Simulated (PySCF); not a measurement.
Compound: C4H12NSi (charge +1).
SMILES: `[SiH3]CC1C[NH2+]C1`

Vertical excitations from PySCF (density fitting, frozen core in the response, grid level 2 and gas phase unless stated; continuum runs use non-equilibrium linear response for the excitations) on a GFN2-xTB geometry. Reference run:

| settings | S1, eV (f) | S2, eV (f) | S3, eV (f) | S4, eV (f) | S5, eV (f) | S6, eV (f) | T1, eV (Tamm–Dancoff) | mean α (au) |
| --- | --- | --- | --- | --- | --- | --- | --- | --- |
| CAM-B3LYP/def2-SVPD, full TDDFT, 8 singlets | 7.41 (0.004) | 8.09 (0.027) | 8.32 (0.006) | 8.51 (0.001) | 8.62 (0.079) | 8.71 (0.015) | 7.32 | 74.6 |

**Question.** What do these settings give: mPW1PW91/Sadlej pVTZ, fitting basis def2-qzvpp-jkfit, full TDDFT, 1 singlet?

**Answer.** 
```
                                                                   settings    S1, eV (f)  S2, eV (f)  S3, eV (f)  S4, eV (f)  S5, eV (f)  S6, eV (f)  T1, eV (Tamm–Dancoff)  mean α (au)
mPW1PW91/Sadlej pVTZ, fitting basis def2-qzvpp-jkfit, full TDDFT, 1 singlet  6.57 (0.003)           –           –           –           –           –                   6.51         76.0
```

S1 moves by -0.84 eV; functional and basis change together, so the shift can't be laid on one. States are counted by energy in each run and needn't keep their character from row to row.

**Question.** Which orbital pairs make up S1 in each run, and how does it sit against the orbital gap?

**Answer.** 
```csv
settings,S1 configurations (weight),S1 (eV),orbital gap (eV),S1 − gap (eV)
"CAM-B3LYP/def2-SVPD, full TDDFT, 8 singlets",H→L 0.92,7.41,9.84,-2.43
"mPW1PW91/Sadlej pVTZ, fitting basis def2-qzvpp-jkfit, full TDDFT, 1 singlet",H→L 0.99,6.57,7.46,-0.89
```

Conformer computed: `[SiH3:1][CH2:2][CH:3]1[CH2:4][NH2+:5][CH2:6]1`: Si1–C2–C3–C4 -71°.

One conformer stands for the species.
